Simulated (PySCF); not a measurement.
Static response to an electric field

C₆H₇N.
Cartesian coordinates in Å at the GFN2-xTB level; atoms count from 1:
```
atom  x, y, z in Å
C1     3.073   -0.761   -0.560
C2     2.317    0.133   -0.288
C3     1.404    1.173    0.030
N4     0.150    1.083    0.182
C5    -0.529   -0.131    0.047
C6    -1.929   -0.047   -0.515
C7    -1.736   -0.318    0.936
H8     3.754   -1.525   -0.795
H9     1.842    2.158    0.156
H10    0.060   -1.017   -0.197
H11   -2.278    0.932   -0.803
H12   -2.253   -0.849   -1.160
H13   -1.952    0.479    1.630
H14   -1.924   -1.310    1.316
```

Level: B3LYP/def2-SVPD (PySCF), static field, nuclei fixed, core orbitals frozen in the response. The polarisability tensor in these axes (au):

```
x   113.93  -5.28  -8.66
y    -5.28  70.81   3.29
z    -8.66   3.29  59.00
```

What are the eigenvalues, a third of the trace, and Δα (Δα² = ½Σ(αi − αj)² over the three pairs)?

Principal values 57.20, 70.55 and 115.99 au; mean 81.25 au = 12.04 Å³ = 13.40 × 10⁻⁴⁰ C²·m²/J; Δα = 53.38 au (66 % of the mean).

What is the dipole moment, and where does it point?

(0.42, -1.42, -0.32) D, 1.51 D in size, pointing from the negative to the positive side. Measured along this direction, the outermost atoms are H9 at the negative end and H8 at the positive end.

Find the Langevin capture rate constant for NH4+ (18.034 u) meeting this molecule (93.058 u), k = 2.342 × 10⁻⁹ cm³/s × √(α in Å³ / reduced mass in u).

The reduced mass is 15.11 u, so k = 2.09 × 10⁻⁹ cm³/s. The formula leaves out the permanent dipole, which adds to the capture rate.

Molar refractivity from α?

Lorentz–Lorenz: R = (4π/3)N_A α = 2.5225 cm³/(mol·Å³) × 12.04 Å³ = 30.4 cm³/mol, in the limit of long wavelengths.

In a dilute gas of rigid molecules at 273 K, how does the orientational term μ²/3kT compare with the electronic polarisability?

In Gaussian units μ²/3kT = 20.25 Å³ against 12.04 Å³, a ratio of 1.68; the Debye molar polarisation (4π/3)N_A(α + μ²/3kT) is 81.5 cm³/mol, leaving out the vibrational part.

One conformer (not necessarily the lowest) at the GFN2-xTB geometry, without solvent, vibrations or thermal averaging.
